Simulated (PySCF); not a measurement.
Simulation results for ClGeH₄NSi, CH₈BGeN, CH₇GeNSi, GeH₆O₂Si and others

Computed with PySCF 2.14.0. Calculation on a computer-drawn molecule: optimised geometry and harmonic frequencies of an isolated molecule of the commonest isotopes, restricted reference for singlets and unrestricted otherwise, frozen core in MP2; on germanium a core potential holds 10 electrons, which the energies leave out, and 3d is frozen in MP2 and coupled-cluster steps.

Common to all runs: charge 0; multiplicity 1; method HF; basis and core potential on germanium cc-pVDZ-PP ECP10MDF.

(1) ClGeH₄NSi

Start structure:
```xyz
8
ClGeH4NSi
Si     0.9465     0.1747     0.6928
N      0.8717    -1.2182    -0.1294
Ge     0.0637    -2.1334    -1.4485
Cl    -1.2860    -0.9832    -2.5397
H      0.2059     1.4394     0.4810
H      1.8778     0.1826     1.7680
H     -0.6286    -3.3241    -0.8988
H      1.1752    -2.5793    -2.4882
```

* basis: cc-pV(D+d)Z
* rotational constants: 4.293, 1.671, 1.222 GHz
* total energy: -1098.6191 hartree
* convergence status largest gradient component: 1.447e-05 hartree/bohr

Drawn bonds:
```tsv
atom	other atom	order
1	2	2
2	3	1
3	4	1
1	5	1
1	6	1
3	7	1
3	8	1
```

Optimised structure:
```xyz
8
ClGeH4NSi
Si     0.9617     0.0892     0.6565
N      0.9451    -1.3034    -0.0628
Ge     0.1469    -2.1519    -1.4206
Cl    -1.2915    -0.8227    -2.4315
H      0.1615     1.2790     0.3186
H      1.8423     0.3326     1.8082
H     -0.6867    -3.3268    -0.9301
H      1.1468    -2.5375    -2.5011
```

Modes:
```tsv
frequency (cm⁻¹)	reduced mass (dalton)
76.87	7.224
99.88	2.105
239	8.608
250.9	1.335
395.3	40.61
555.9	5.705
593.2	1.193
737.4	1.09
760	1.372
760.9	1.148
869.8	1.05
947.4	1.027
1085	1.054
1370	12.97
2266	1.026
2281	1.015
2360	1.043
2376	1.042
```

(2) CH₈BGeN

Start structure:
```xyz
12
CH8BGeN
B     -2.0626     0.6644    -1.2068
N     -1.0524     0.1315    -0.3996
Ge     0.6302     0.6911    -0.0356
C      1.8778    -0.7413    -0.4876
H     -3.1167     0.1098    -1.3224
H     -1.8423     1.6639    -1.8216
H     -1.3553    -0.7223     0.1072
H      0.6648     1.0847     1.3738
H      0.8283     1.9518    -0.8745
H      1.6672    -1.6515     0.1324
H      1.7613    -0.9976    -1.4899
H      2.8699    -0.4965    -0.2595
```

- basis: cc-pVDZ
- rotational constants: 9.973, 2.821, 2.483 GHz
- total energy: -415.0832 hartree
- convergence status largest gradient component: 2.585e-06 hartree/bohr

Drawn bonds:
```tsv
atom	other atom	order
1	2	1
2	3	1
3	4	1
1	5	1
1	6	1
2	7	1
3	8	1
3	9	1
4	10	1
4	11	1
4	12	1
```

Optimised structure:
```xyz
12
CH8BGeN
B     -2.0322     0.6155    -1.2647
N     -1.1395     0.1340    -0.3034
Ge     0.6111     0.6839     0.0059
C      1.8606    -0.7269    -0.5125
H     -3.1393     0.1470    -1.3452
H     -1.6920     1.4961    -2.0121
H     -1.4778    -0.5986     0.2932
H      0.7500     0.9825     1.5054
H      0.8195     1.9562    -0.8128
H      1.6595    -1.6408     0.0505
H      1.7621    -0.9446    -1.5776
H      2.8882    -0.4162    -0.3108
```

Modes:
```tsv
frequency (cm⁻¹)	reduced mass (dalton)
28.78	2.208
141.9	1.046
176.9	2.094
282.6	2.398
335.9	1.636
484	1.116
602.5	3.336
625.5	4.027
716	1.121
784.8	1.128
824.8	1.093
917.6	1.176
928.3	1.2
950.9	1.029
1017	1.342
1097	1.358
1232	1.429
1360	1.263
1380	1.229
1484	2.481
1556	1.052
1558	1.052
2209	1.021
2252	1.018
2643	1.055
2702	1.129
3178	1.033
3267	1.103
3274	1.104
3794	1.075
```

(3) CH₇GeNSi

Start structure:
```xyz
11
CH7GeNSi
N      1.2432    -2.3102    -0.2921
Si     1.2818    -0.7359     0.3134
C      0.7151     0.8975    -0.3573
Ge    -1.1615     1.2530     0.2325
H      0.8471    -2.5695    -1.1035
H      1.9053    -0.5940     1.5634
H      0.7179     0.8565    -1.5082
H      1.3552     1.7054     0.0108
H     -1.6974     2.5180    -0.2751
H     -1.2384     1.2092     1.7291
H     -2.0597     0.1419    -0.2447
```

- basis: cc-pV(D+d)Z
- rotational constants: 12.31, 1.239, 1.215 GHz
- total energy: -678.6695 hartree
- convergence status largest gradient component: 1.661e-05 hartree/bohr

Drawn bonds:
```tsv
atom	other atom	order
1	2	2
2	3	1
3	4	1
1	5	1
2	6	1
3	7	1
3	8	1
4	9	1
4	10	1
4	11	1
```

Optimised structure:
```xyz
11
CH7GeNSi
N      1.4479    -2.2572    -0.3268
Si     1.2832    -0.8298     0.3111
C      0.5991     0.7564    -0.3812
Ge    -1.1921     1.2897     0.2768
H      1.1889    -2.4936    -1.2667
H      1.7149    -0.6556     1.7071
H      0.5471     0.6975    -1.4716
H      1.2827     1.5717    -0.1188
H     -1.5480     2.6598    -0.3047
H     -1.1810     1.3749     1.8065
H     -2.2340     0.2581    -0.1633
```

Modes:
```tsv
frequency (cm⁻¹)	reduced mass (dalton)
49.12	2.755
95.05	1.176
151.4	3.74
278.1	2.492
468.2	2.044
513.1	1.079
534	1.427
643.4	1.213
671.4	2.032
745.9	1.891
794.9	1.28
806.6	1.489
924.4	1.068
953	1.091
964.4	1.022
972.9	1.049
1089	1.064
1136	1.425
1246	5.882
1500	1.095
2221	1.023
2226	1.024
2241	1.012
2367	1.042
3177	1.06
3246	1.102
3832	1.079
```

(4) GeH₆O₂Si

Start structure:
```xyz
10
GeH6O2Si
O     -0.1485    -0.8494    -1.6371
Ge     0.0984    -1.4856    -0.0191
O      0.1565    -0.1659     1.0966
Si    -0.5485     1.0632     1.8225
H      0.2995    -0.1294    -1.9378
H     -1.1304    -2.4210     0.1528
H      1.4555    -2.1042     0.2551
H      0.0237     2.2787     1.3488
H     -0.3278     0.8384     3.2137
H     -2.0469     1.0708     1.5008
```

- basis: cc-pV(D+d)Z
- rotational constants: 8.608, 1.767, 1.548 GHz
- total energy: -735.6181 hartree
- convergence status largest gradient component: 2.09e-06 hartree/bohr

Drawn bonds:
```tsv
atom	other atom	order
1	2	1
2	3	1
3	4	1
1	5	1
2	6	1
2	7	1
4	8	1
4	9	1
4	10	1
```

Optimised structure:
```xyz
10
GeH6O2Si
O     -0.1205    -0.6884    -1.6012
Ge     0.0667    -1.5071    -0.0456
O      0.1729    -0.2845     1.2267
Si    -0.5926     1.0297     1.8375
H      0.6084    -0.1475    -1.8702
H     -1.1974    -2.3285     0.1321
H      1.3728    -2.2842     0.0193
H     -0.1756     2.2550     1.1195
H     -0.2410     1.1650     3.2663
H     -2.0622     0.8861     1.7119
```

Modes:
```tsv
frequency (cm⁻¹)	reduced mass (dalton)
33.15	3.657
61.55	1.146
102.4	4.328
227.4	1.423
305.2	2.888
516.6	6.096
613.3	1.174
733.8	1.037
751.4	9.047
792.6	1.217
802.8	1.291
881.3	1.183
935.7	1.077
958.5	1.114
1038	1.055
1043	1.057
1067	2.666
1093	1.362
2283	1.023
2298	1.044
2306	1.023
2310	1.045
2330	1.025
4155	1.067
```

(5) GeH₂OSi

Start structure:
```xyz
5
GeH2OSi
O     -0.3341     1.9600     0.1891
Si     1.0791     1.4373     0.0784
Ge     1.6811     0.0043     1.8084
H      1.8606     1.8574    -1.1265
H      1.5558    -1.1969     0.6704
```

- basis: cc-pV(D+d)Z
- rotational constants: 26.37, 2.198, 2.069 GHz
- total energy: -658.2959 hartree
- convergence status largest gradient component: 7.327e-06 hartree/bohr

Drawn bonds:
```tsv
atom	other atom	order
1	2	2
2	3	1
2	4	1
3	5	1
```

Optimised structure:
```xyz
5
GeH2OSi
O     -0.4195     2.0021     0.1180
Si     0.9924     1.4894     0.0262
Ge     1.8526    -0.0633     1.7390
H      1.9248     1.9136    -1.0557
H      1.4922    -1.2798     0.7923
```

Modes:
```tsv
frequency (cm⁻¹)	reduced mass (dalton)
127.9	10.59
201.4	1.145
320	7.552
422	1.132
680.1	1.195
878.8	1.156
1294	17.45
2012	1.021
2255	1.044
```

(6) AlBClGeH₅

Start structure:
```xyz
9
AlBClGeH5
Al    -1.6146     0.9056     0.7161
Ge    -0.1155     0.1756    -0.9560
B      1.1035    -1.3634    -1.2085
Cl     2.3569    -1.5293    -0.0656
H     -1.2856     2.3561     1.4482
H     -2.8085     0.2238     1.3939
H      0.8005     1.4501    -0.6897
H     -0.6206     0.5875    -2.3499
H      1.0237    -2.2069    -2.0240
```

* basis: cc-pV(D+d)Z
* rotational constants: 4.225, 1.183, 0.9863 GHz
* total energy: -1022.4125 hartree
* convergence status largest gradient component: 1.153e-05 hartree/bohr

Drawn bonds:
```tsv
atom	other atom	order
1	2	1
2	3	1
3	4	1
1	5	1
1	6	1
2	7	1
2	8	1
3	9	1
```

Optimised structure:
```xyz
9
AlBClGeH5
Al    -1.5436     0.9053     0.7796
Ge     0.1233     0.5715    -1.0745
B      0.9439    -1.3412    -1.0570
Cl     2.3242    -1.7139    -0.0166
H     -1.8076     2.3484     1.3670
H     -2.3559    -0.3251     1.3526
H      1.2446     1.6191    -0.9836
H     -0.5938     0.7946    -2.4212
H      0.5049    -2.2596    -1.6819
```

Modes:
```tsv
frequency (cm⁻¹)	reduced mass (dalton)
28.98	6.27
39.88	1.038
110.2	2.712
173.3	6.472
316	3.49
339.3	1.462
426.6	1.213
511.6	1.923
590.6	1.354
658.4	1.136
709.6	1.249
785.4	1.359
842.7	1.195
863.6	2.965
951.7	1.029
1118	1.305
1981	1.033
1987	1.051
2163	1.021
2189	1.019
2752	1.093
```

(7) CH₈BGeN

Start structure:
```xyz
12
CH8BGeN
C     -1.2633     0.5413     0.9760
B     -1.8277     0.4360    -0.5253
N     -2.3904     1.6308    -1.1007
Ge    -1.8643    -1.2459    -1.5298
H     -1.3015     1.4508     1.4056
H     -0.1437     0.2516     0.9603
H     -1.6929    -0.1591     1.5984
H     -2.4039     2.5342    -0.5594
H     -2.8197     1.6038    -2.0425
H     -2.6372    -2.4078    -0.9860
H     -0.5551    -1.9352    -1.9116
H     -2.4763    -1.1279    -2.9099
```

- basis: cc-pVDZ
- rotational constants: 7.614, 2.401, 1.888 GHz
- total energy: -415.0869 hartree
- convergence status largest gradient component: 1.402e-05 hartree/bohr

Drawn bonds:
```tsv
atom	other atom	order
1	2	1
2	3	1
2	4	1
1	5	1
1	6	1
1	7	1
3	8	1
3	9	1
4	10	1
4	11	1
4	12	1
```

Optimised structure:
```xyz
12
CH8BGeN
C     -1.2208     0.5196     0.9562
B     -1.8469     0.4758    -0.5015
N     -2.3921     1.6183    -1.0814
Ge    -1.8773    -1.3093    -1.6119
H     -1.2705     1.5097     1.4214
H     -0.1700     0.2105     0.9335
H     -1.7323    -0.1890     1.6167
H     -2.4137     2.5028    -0.6136
H     -2.7969     1.6415    -1.9939
H     -2.6662    -2.4217    -0.8973
H     -0.4621    -1.8648    -1.8550
H     -2.5273    -1.1208    -2.9982
```

Modes:
```tsv
frequency (cm⁻¹)	reduced mass (dalton)
71.95	1.058
119.9	1.054
189.9	2.55
277.1	3.552
312.3	1.62
494.3	2.824
550.8	1.213
552.9	1.231
599.1	1.299
676.1	1.093
891.9	2.024
910.3	1.055
938.5	1.274
950.8	1.383
972.7	1.025
976.4	1.119
1213	2.184
1389	2.616
1458	1.562
1560	1.049
1566	1.088
1758	1.221
2163	1.023
2174	1.023
2194	1.014
3152	1.038
3219	1.097
3223	1.102
3796	1.052
3902	1.098
```

(8) BGeH₄NO

Start structure:
```xyz
8
BGeH4NO
N     -0.6341     1.1041    -0.9302
Ge     0.4338     0.0358    -1.9153
B      1.1867    -1.3925    -0.7443
O      1.6493    -2.2165     0.0305
H     -1.0554     1.8540    -1.4271
H     -0.2282     1.4690     0.0189
H      1.5972     0.7795    -2.6511
H     -0.4392    -0.4432    -3.0192
```

- basis: cc-pVDZ
- rotational constants: 11.39, 2.547, 2.148 GHz
- total energy: -449.7676 hartree
- convergence status largest gradient component: 1.212e-05 hartree/bohr

Drawn bonds:
```tsv
atom	other atom	order
1	2	1
2	3	1
3	4	2
1	5	1
1	6	1
2	7	1
2	8	1
```

Optimised structure:
```xyz
8
BGeH4NO
N     -0.6433     1.1243    -0.8766
Ge     0.4380     0.0824    -1.9345
B      1.1891    -1.4162    -0.7218
O      1.6350    -2.2717    -0.0312
H     -1.1350     1.8414    -1.3829
H     -0.1748     1.5602    -0.1004
H      1.6288     0.8117    -2.5670
H     -0.4276    -0.5418    -3.0235
```

Modes:
```tsv
frequency (cm⁻¹)	reduced mass (dalton)
129.6	2.863
180.9	1.279
300.3	2.921
406.1	8.349
430.5	13.93
560.5	1.277
632.4	1.605
710.1	2.197
751.1	1.319
833.5	1.085
959.7	1.031
1004	1.136
1703	1.093
2137	12.35
2218	1.021
2265	1.018
3732	1.051
3822	1.094
```

(9) CH₅ClGeSi

Start structure:
```xyz
9
CH5ClGeSi
Si    -0.4432    -0.4150     0.7692
C     -1.3515     0.6814    -0.1135
Ge    -1.1064     1.0139    -1.9726
Cl     0.9707     1.3669    -2.3939
H      0.7195    -1.2402     0.3258
H     -0.6424    -0.6484     2.2279
H     -2.1546     1.2213     0.3282
H     -1.8575     2.3210    -2.4388
H     -1.4691    -0.0446    -2.9333
```

- basis: cc-pV(D+d)Z
- rotational constants: 3.8, 1.729, 1.206 GHz
- total energy: -1082.5847 hartree
- convergence status largest gradient component: 3.367e-05 hartree/bohr

Drawn bonds:
```tsv
atom	other atom	order
1	2	2
2	3	1
3	4	1
1	5	1
1	6	1
2	7	1
3	8	1
3	9	1
```

Optimised structure:
```xyz
9
CH5ClGeSi
Si    -0.3302    -0.2651     0.8536
C     -1.4343     0.4591    -0.2092
Ge    -1.1369     1.0751    -2.0003
Cl     0.9542     0.6968    -2.5374
H      1.0760    -0.5368     0.5390
H     -0.7251    -0.6829     2.2087
H     -2.4509     0.6031     0.1526
H     -1.3260     2.5819    -2.1634
H     -1.9614     0.3251    -3.0446
```

Modes:
```tsv
frequency (cm⁻¹)	reduced mass (dalton)
72.93	1.967
112.6	10.54
252.5	5.414
305.4	1.296
407.5	37.58
525.8	2.385
578.8	1.21
641.2	1.177
694.6	1.019
736.6	1.549
798.2	1.127
852.8	1.13
960.1	1.05
1019	1.208
1043	1.166
1263	3.315
2235	1.025
2254	1.015
2368	1.039
2405	1.046
3293	1.086
```

(10) C₂H₇BGe

Start structure:
```xyz
11
C2H7BGe
B     -1.9475    -2.1628     1.6617
Ge    -0.3851    -1.0223     1.1778
C     -0.3628     0.0802    -0.3031
C      0.7248     0.8805    -0.7380
H     -1.8705    -2.9087     2.5952
H     -2.9474    -2.0980     1.0813
H      0.9370    -0.9689     1.7888
H     -1.2630     0.2088    -0.9090
H      0.4286     2.0270    -0.6837
H      1.0551     0.7400    -1.7529
H      1.6253     0.8266    -0.0554
```

* basis: cc-pVDZ
* rotational constants: 17.09, 2.525, 2.23 GHz
* total energy: -397.7881 hartree
* convergence status largest gradient component: 2.057e-05 hartree/bohr

Drawn bonds:
```tsv
atom	other atom	order
1	2	1
2	3	2
3	4	1
1	5	1
1	6	1
2	7	1
3	8	1
4	9	1
4	10	1
4	11	1
```

Optimised structure:
```xyz
11
C2H7BGe
B     -1.9432    -2.1414     1.6413
Ge    -0.2985    -1.0346     1.1778
C     -0.3478     0.0707    -0.2260
C      0.7299     0.9740    -0.7507
H     -1.9629    -2.8955     2.5704
H     -2.9167    -2.0251     0.9542
H      1.0018    -1.0928     1.9748
H     -1.2833     0.0964    -0.7793
H      0.3958     2.0168    -0.7480
H      0.9731     0.7237    -1.7887
H      1.6463     0.9103    -0.1631
```

Modes:
```tsv
frequency (cm⁻¹)	reduced mass (dalton)
124.7	2.861
128.5	1.833
208.2	1.086
296.8	1.232
316.4	2.863
437.2	1.229
592.6	4.477
636.5	1.398
746.2	2.156
818.5	1.236
869.5	1.089
939.6	1.286
1066	1.242
1103	1.417
1196	2.517
1254	1.149
1428	1.572
1511	1.253
1575	1.046
1589	1.079
2239	1.02
2693	1.05
2785	1.129
3155	1.039
3206	1.101
3257	1.1
3307	1.087
```
